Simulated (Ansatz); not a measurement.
Consider the redistribution: `CBCSC` + `OBS[SiH3]` → `CBBO` + `CSCS[SiH3]`.

Gas-phase electronic energies from Ansatz, PBE0-D4/def2-TZVP geometries. CCSD(T)/CBS adds triple-zeta CCSD(T) − MP2 to the extrapolated MP2 energy (def2 sets, frozen cores). DFT in def2-TZVPP. B3LYP here is the variant with VWN-RPA as its local correlation; programs differ in this. HSE06 is defined as in plane-wave codes. One conformer a species, not always the lowest.

| level | ΔE (kcal/mol) | difference from CCSD(T)/CBS |
| --- | --- | --- |
| LDA (SPW92) | 38.1 | 1.5 |
| PBE-D4 | 35.6 | -1.0 |
| revPBE-D4 | 34.7 | -1.9 |
| BLYP-D4 | 34.7 | -1.9 |
| r2SCAN-D4 | 38.0 | 1.4 |
| B97M-V | 38.0 | 1.4 |
| PBE0-D4 | 36.6 | 0.0 |
| B3LYP-D4 | 35.8 | -0.8 |
| HSE06-D4 | 36.6 | 0.0 |
| BHLYP-D4 | 36.8 | 0.2 |
| CAM-B3LYP-D4 | 36.8 | 0.2 |
| ωB97X-V | 36.1 | -0.5 |
| ωB97M-V | 37.0 | 0.4 |
| B2PLYP | 37.6 | 1.0 |
| PBE-QIDH | 38.1 | 1.5 |
| PBE | 36.5 | -0.1 |
| revPBE | 36.0 | -0.6 |
| BLYP | 36.3 | -0.3 |
| r2SCAN | 38.2 | 1.6 |
| PBE0 | 37.4 | 0.8 |
| B3LYP | 37.2 | 0.6 |
| r2SCANh | 38.5 | 1.9 |
| r2SCAN0 | 38.7 | 2.1 |
| BHLYP | 38.2 | 1.6 |
| CAM-B3LYP | 37.7 | 1.1 |
| RPA@PBE/def2-TZVPP | 35.6 | -1.0 |
| MP2/def2-SVP | 39.5 | 2.9 |
| CCSD/def2-SVP | 38.1 | 1.5 |
| CCSD(T)/def2-SVP | 38.0 | 1.4 |
| HF/def2-TZVPP | 38.3 | 1.7 |
| MP2/def2-TZVPP | 38.2 | 1.6 |
| SCS-MP2/def2-TZVPP | 37.1 | 0.5 |
| CCSD/def2-TZVPP | 37.3 | 0.7 |
| CCSD(T)/def2-TZVPP | 37.2 | 0.6 |
| HF/def2-QZVPP | 38.3 | 1.7 |
| MP2/def2-QZVPP | 37.9 | 1.3 |
| SCS-MP2/def2-QZVPP | 36.9 | 0.3 |
| HF/CBS(def2) | 38.3 | 1.7 |
| MP2/CBS(def2) | 37.7 | 1.1 |
| CCSD/CBS(def2) | 36.7 | 0.1 |
| CCSD(T)/CBS | 36.6 | 0 |

Largest T1 diagnostic among the species: 0.014.

Leaving LDA and LC-ωPBE aside and taking each functional with its dispersion term where it has one, the values, not all of them listed here, spread over 3.7 kcal/mol, from revPBE-D4 to r2SCAN0-D4. LDA lies +1.6 kcal/mol from PBE without D4. From PBE to PBE0 (25 % exact exchange), in def2-TZVPP and without D4, ΔE moves by +0.9 kcal/mol. At CCSD(T), def2-SVP lies +1.4 kcal/mol from the extrapolated value and def2-TZVPP +0.6 kcal/mol.
